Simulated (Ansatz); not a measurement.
A nudged elastic band was laid between two geometries of BrGaH$_{3}$O (6 atoms, charge 1, multiplicity 1).

Computed with RKS r2SCAN-D4/def2-mTZVP (Ansatz 0.2.0).

```json
{
 "movable images": "7",
 "climbing image": "yes",
 "spring": "5.0 eV/Å²",
 "optimiser": "quadratic models (default)",
 "start path": "through a guess of the saddle point",
 "force threshold": "0.2 eV/Å",
 "iteration limit": "54",
 "end points": "relaxed"
}
```

First end point:

```xyz
6
Properties=species:S:1:pos:R:3
O -0.539 0.096 -0.801
Ga 0.679 0.109 0.766
Br 0.051 -1.680 1.900
H -1.217 -0.587 -0.945
H -0.561 0.733 -1.536
H 1.586 1.328 0.617
```

Last end point:

```xyz
6
Properties=species:S:1:pos:R:3
O -0.535 0.092 -0.805
Ga 0.679 0.109 0.766
Br 0.053 -1.681 1.901
H -0.563 0.738 -1.533
H -1.218 -0.586 -0.947
H 1.585 1.329 0.618
```

**Question.** Which bonds break or form, and what moves?

**Answer.** No bond is made or broken. The dihedral H5–O1–Ga2–Br3 goes from -179 to 0°. The two ends are copies of one structure, up to a mirror image or an exchange of like atoms.

**Question.** What energy profile does the band end with?

**Answer.** The forces met the threshold. The highest image is number 4 of 0 to 8, 0.182 eV above the ends, which have the same energy within 2 meV. The threshold of 0.2 eV/Å is loose, so the images may lie well off the minimum-energy path. Another band between the same ends (7 images) ends at a top of the same energy, where a vibrational analysis finds 1 clearly imaginary mode. Limits of this set-up: the dipole of an ion depends on the origin.

| image | path coordinate (Å) | energy (eV) | dihedral H5–O1–Ga2–Br3 (°) |
| --- | --- | --- | --- |
| 0 | 0.00 | 0.000 | -179 |
| 1 | 0.41 | 0.029 | -143 |
| 2 | 0.82 | 0.095 | -114 |
| 3 | 1.24 | 0.157 | -88 |
| 4 | 1.65 | 0.182 | -64 |
| 5 | 2.06 | 0.157 | -42 |
| 6 | 2.47 | 0.095 | -23 |
| 7 | 2.88 | 0.028 | -7 |
| 8 | 3.30 | 0.000 | 0 |

**Question.** What is the geometry of the highest image?

**Answer.** 
```xyz
6
Properties=species:S:1:pos:R:3
O -0.517 0.277 -0.889
Ga 0.662 0.152 0.774
Br 0.257 -1.832 1.659
H -1.484 0.273 -0.768
H -0.343 -0.342 -1.621
H 1.425 1.473 0.846
```

Run time: 2.9 min on 2 threads of Arm Neoverse V1 (shared host), peak memory 0.21 GiB.
